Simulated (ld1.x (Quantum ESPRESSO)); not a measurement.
**Varying the TM potential for Sb (Z = 51)**

Base potential:

antimony, norm-conserving Troullier–Martins (Kleinman–Bylander form), made with ld1.x (Quantum ESPRESSO) 7.5 (LDA (PZ), scalar-relativistic). Core [Kr] 4d10, reference 5s2 5p2 (charge +1). Waves: 5s (bound): rc 2.00 bohr; 5p (bound): rc 1.65 bohr. Local part: the p channel. Core correction: Bessel-smoothed model core inside 1.70 bohr.

Cutoffs, loose and tight: the cutoffs (Ry, on a coarse ladder) from which the occupation-weighted sum of valence levels, in a spherical-Bessel basis at the reference potential, stays within 10 and 1 mRy of its value at 400 Ry. They do not see the model core or the augmentation charge, which bear on the density cutoff. Test errors are all-electron minus pseudo excitation energies from the reference, over the configurations 5s2 5p3; 5s2 5p1; 5s2 5p0; 5s2 5p3.3; 5s1 5p0; 5s1 5p4; 5s1 5p3 (two spin-polarised tests are not counted in the largest error). A dash means not determined; rows that change the core or the reference have their own tests.

A true bound ghost makes a file unfit for plane-wave use even where its test errors are small: the radial tests pick states by their node count and pass the ghost by.

```tsv
change	outcome	cutoff, loose	cutoff, tight	bound ghosts	largest test error (meV)
base	generated	45 Ry	100 Ry	s	-428
wave 5p (bound): rc 1.65 bohr becomes 5p (bound): rc 1.12 bohr	failed: run_pseudo: Errors in PS-KS equation	–	–	–	–
wave 5p (bound): rc 1.65 bohr becomes 5p (bound): rc 1.26 bohr	failed: run_pseudo: Errors in PS-KS equation	–	–	–	–
wave 5p (bound): rc 1.65 bohr becomes 5p (bound): rc 2.16 bohr	generated	25 Ry	35 Ry	none	-350
wave 5p (bound): rc 1.65 bohr becomes 5p (bound): rc 2.48 bohr	generated	25 Ry	35 Ry	none	-345
```

**Question.** What comes out with this change to the base: wave 5p (bound): rc 1.65 bohr becomes 5p (bound): rc 1.94 bohr?

**Answer.** outcome: generated; cutoff, loose: 25 Ry; cutoff, tight: 45 Ry; bound ghosts: none; largest test error (meV): -296.

**Question.** What comes out with this change to the base: wave 5p (bound): rc 1.65 bohr becomes 5p (bound): rc 1.78 bohr?

**Answer.** outcome: generated; cutoff, loose: 30 Ry; cutoff, tight: 60 Ry; bound ghosts: s; largest test error (meV): -431.

**Question.** What comes out with this change to the base: wave 5p (bound): rc 1.65 bohr becomes 5p (bound): rc 1.56 bohr?

**Answer.** outcome: generated; cutoff, loose: 70 Ry; cutoff, tight: 120 Ry; bound ghosts: s, d; largest test error (meV): -440.

Reading the sweep of the p radius (base included, trends over the rows without a ghost): Bound ghosts are found at 1.56, 1.65, 1.78 bohr. The generation fails at 1.12, 1.26 bohr.
